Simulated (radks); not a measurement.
Values are calculated unless marked as measured or tabulated.
The selenium anion Se2-, [Kr], held by a Watson sphere: a shell of charge +2 at radius R that stands for the Madelung well of a crystal (potential energy -2/R inside, -2/r outside, in hartree with lengths in bohr). Level of theory: scalar-relativistic Kohn-Sham, LDA (Slater exchange, Perdew-Wang correlation), spin-polarised, spherical densities, finite nucleus; Fermi nuclear charge, rms radius of each element as measured or else 0.836 A^(1/3) + 0.57 fm (a radial shooting solver on a logarithmic mesh with Libxc functionals). Response by self-consistent Sternheimer equations with the Hartree and adiabatic LDA kernel, the relativistic mass of each level held fixed and spin-orbit coupling left out. The sphere does not respond.

\begin{tabular}{lrrrrrrr}
R (bohr) & e(3d) (eV) & e(4s) (eV) & e(4p) (eV) & <r> 4p (bohr) & sum of <r^2> (bohr^2) & X-ray form factor at sin(theta)/lambda = 0.2 1/angstrom & alpha (bohr^3) \\ \hline
2.43 & -51.458 & -17.845 & -7.614 & 2.343 & 54.96 & 27.114 & 33.99 \\
2.47 & -51.397 & -17.736 & -7.540 & 2.353 & 55.35 & 27.099 & 34.74 \\
2.88 & -50.872 & -16.721 & -6.784 & 2.457 & 59.38 & 26.980 & 43.59 \\
3.23 & -50.489 & -15.983 & -6.158 & 2.538 & 62.70 & 26.920 & 52.89 \\
3.97 & -49.738 & -14.738 & -4.974 & 2.687 & 69.34 & 26.874 & 78.55 \\
4.23 & -49.491 & -14.381 & -4.610 & 2.733 & 71.56 & 26.872 & 89.79 \\
5.01 & -48.816 & -13.495 & -3.672 & 2.855 & 78.06 & 26.880 & 132.4 \\
5.27 & -48.615 & -13.250 & -3.406 & 2.891 & 80.19 & 26.885 & 150.2 \\
\end{tabular}
